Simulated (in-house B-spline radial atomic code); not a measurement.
The numbers below are computed, except where a source is named.
# Making a Troullier-Martins s channel for Ca, r_c = 3.34 bohr

Ca, [Ar] 4s2, non-relativistic LDA (VWN5), spherical and spin-unpolarised, from a B-spline radial code for spherical atoms (atomic units). The all-electron 4s level is ε = -0.141411 hartree, its outermost node lies just inside 1.45 bohr and its outer maximum at 3.34 bohr.

Inside r_c the pseudo-orbital is u(r) = r^1 exp(p(r)), with p = c0 + c2 r² + c4 r⁴ + … + c12 r¹². The seven coefficients follow from p and its first four derivatives at r_c, from zero curvature of the screened potential at the origin, c4 = −c2²/(2l + 5), and from the norm inside r_c. At r_c the all-electron orbital has P = 0.551857, P' = -2.714482e-05, the screened potential V = -0.3066594, V' = 0.1657638, V'' = -0.146989, and the norm inside is Q = 0.3650214.

(1) What are p, p' and p'' at r_c?

For a trial c2 the five matching conditions are linear in c0, c6, c8, c10 and c12, and c2 is varied until the norm inside r_c equals Q. The root nearest zero gives:

```
 n            c_n
 0      -2.522984
 2      0.2696945
 4    -0.01454703
 6   -0.003282733
 8   0.0004891715
10  -2.573352e-05
12   4.937995e-07
```

(2) Check c4 and p(r_c), and find the screened pseudopotential at the origin.

Orbitals and screened potentials:

| r (bohr) | P | u | V all-electron | V pseudo |
| --- | --- | --- | --- | --- |
| 0.334 | 0.1083 | 0.02761 | -26.86 | 0.6664 |
| 0.835 | -0.2489 | 0.08019 | -5.516 | 0.6223 |
| 1.336 | -0.06173 | 0.1633 | -2.099 | 0.4124 |
| 1.837 | 0.2271 | 0.2883 | -1.046 | -0.00237 |
| 2.338 | 0.4257 | 0.4291 | -0.6149 | -0.3729 |
| 2.839 | 0.5249 | 0.5246 | -0.4142 | -0.4174 |
| 3.34 | 0.5519 | 0.5519 | -0.3067 | -0.3067 |

Logarithmic derivatives P'/P at R = 3.64 bohr, for energies E around ε:

```json
{"E − ε (hartree)": "-0.5", "all-electron": "0.822318", "pseudo": "0.815919"}
{"E − ε (hartree)": "-0.25", "all-electron": "0.473263", "pseudo": "0.469868"}
{"E − ε (hartree)": "-0.1", "all-electron": "0.179297", "pseudo": "0.178311"}
{"E − ε (hartree)": "0", "all-electron": "-0.0862706", "pseudo": "-0.0862706"}
{"E − ε (hartree)": "0.1", "all-electron": "-0.456933", "pseudo": "-0.459828"}
{"E − ε (hartree)": "0.25", "all-electron": "-1.5046", "pseudo": "-1.56723"}
{"E − ε (hartree)": "0.5", "all-electron": "24.9795", "pseudo": "9.73206"}
```

(3) With P(R) = 0.5444304 and a norm of 0.4555473 inside R, what slope in energy does norm conservation fix?

Answers

(1) p = ln(P/r_c^1) = ln(0.551857/3.34) = -1.80044. p' = P'/P − 1/r_c = -0.00005 − 0.29940 = -0.29945. The radial equation gives p'' = 2(V − ε) − 2(1) p'/r_c − p'² = -0.33050 − (-0.17931) − 0.08967 = -0.24086. Differentiating, p''' = 2V' + 2(1)p'/r_c² − 2(1)p''/r_c − 2p'p'' = 0.27782, and p'''' = 2V'' − 4(1)p'/r_c³ + 4(1)p''/r_c² − 2(1)p'''/r_c − 2p''² − 2p'p''' = -0.46419.

(2) −c2²/5 = -0.014547, as listed. The terms c_n r_c^n are -2.52298, 3.00860, -1.81034, -4.55737, 7.57588, -4.44594, 0.95172, which sum to -1.80044. Inverting the radial equation, V_l(r) = ε + 1 p'/r + (p'' + p'²)/2, so V_l(0) = ε + (2l + 3) c2 = -0.141411 + 3 × (0.269695) = 0.6677 hartree, finite where the all-electron potential diverges.

(3) d(P'/P)/dE = −2 × (norm inside R)/P(R)² = -3.0738 per hartree·bohr at E = ε, for both atoms, since orbital and norm agree at R. Differences over ±0.1 hartree give -3.1811 (all-electron) and -3.1907 (pseudo), which also hold third-order terms. Half a hartree below ε the two curves differ by -0.0064.
